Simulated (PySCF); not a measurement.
Indirect couplings

Molfile (atoms numbered from 1):
```
C2H3NSe
     RDKit          3D

  7  6  0  0  0  0  0  0  0  0999 V2000
   -1.0228   -0.0081    0.0836 C   0  0  0  0  0  0  0  0  0  0  0  0
    0.4521   -1.2675    0.2786 Se  0  0  0  0  0  2  0  0  0  0  0  0
    1.8007   -0.0320    0.1906 C   0  0  0  0  0  0  0  0  0  0  0  0
    2.6835    0.7222    0.1385 N   0  0  0  0  0  0  0  0  0  0  0  0
   -0.9646    0.4922   -0.8902 H   0  0  0  0  0  0  0  0  0  0  0  0
   -1.9360   -0.6155    0.1397 H   0  0  0  0  0  0  0  0  0  0  0  0
   -1.0062    0.7186    0.9044 H   0  0  0  0  0  0  0  0  0  0  0  0
  1  2  1  0
  2  3  1  0
  3  4  3  0
  1  5  1  0
  1  6  1  0
  1  7  1  0
M  END
```

Method: B3LYP/pcJ-1 (pcSseg-1 on Se)//PBE0-D3(BJ)/def2-SVP, PySCF 2.14.0 with density-fitted response routines; isolated molecule, single conformer, non-relativistic. Couplings are averaged over pairs made equivalent by symmetry, fast rotation or ring inversion, so a value needn't be that of the named pair in this geometry, while other rotamers aren't included; one pair stands for each set, and the list holds those of at least 0.8 Hz over up to four bonds.

Isotopes: 13C, 1H, 15N.

| pair | bonds | J (Hz) |
| --- | --- | --- |
| C1, H5 | 1 | ? |
| C3, N4 | 1 | ? |
| C1, C3 | 2 | -2.1 |
| H5, H6 | 2 | -11.0 |
| C3, H5 | 3 | 6.2 |

Estimate the withheld couplings, with signs.

Answers


- 1J(C1,H5) = 154.6 Hz (mean over equivalent pairs that range from 146.3 to 158.8 Hz in this conformer)
- 1J(C3,N4) = -8.5 Hz (bond length 1.162 Å)

Relativistic effects of the heavier atoms present are left out.
